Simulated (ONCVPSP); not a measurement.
# cerium (Ce): ONCV pseudisation with PBEsol, fully relativistic reference atom.

Ce (Z = 58), optimised norm-conserving Vanderbilt (ONCV), made with ONCVPSP 4.0.1 (PBEsol, fully relativistic). Core [Kr] 4d10, reference 4f1 5s2 5p6 5d2 6s1. Waves: 5s+6s: rc 2.70 bohr, ncon 3, nbas 7, qcut 5.4 1/bohr, 2 projectors; 5p: rc 1.95 bohr, ncon 4, nbas 8, qcut 4.3 1/bohr, 3 projectors, debl 2.2 Ha; 5d: rc 3.45 bohr, ncon 4, nbas 8, qcut 4 1/bohr, 1 projector; 4f: rc 1.10 bohr, ncon 4, nbas 9, qcut 16.3 1/bohr, 2 projectors, debl 1.8 Ha. Local part: polynomial inside 0.90 bohr (lpopt 5, dvloc0 1 Ha). Core correction: Teter function, fcfact 5.5, rcfact 1.25.

Open shells are filled in proportion to 2j + 1.

What the tests gave:

```
Cutoffs needed             : 103 Ha and 115 Ha (the cutoffs (Ha) at which the residual kinetic energy of the hardest occupied pseudo-wave falls to 1 and 0.1 mHa per electron)
Ghost test                 : ghosts flagged at negative energy: s at -291.9 eV; GHOST(+) flagged for d5/2 at 10.6 eV, d3/2 at 13.6 eV, p3/2 at 79.8 eV, p1/2 at 107.0 eV; a true bound ghost makes a file unfit for plane-wave use
Largest excitation error   : +83 meV (all-electron minus pseudo) for 4f0 5s2 5p6 5d2 6s1, out of 4 test configurations
rms error of d²Exc/dni dnj : 15.69 mHa without and 6.17 mHa with the model core
```

Generation and tests took about 7.9 s on one core of a shared server CPU.
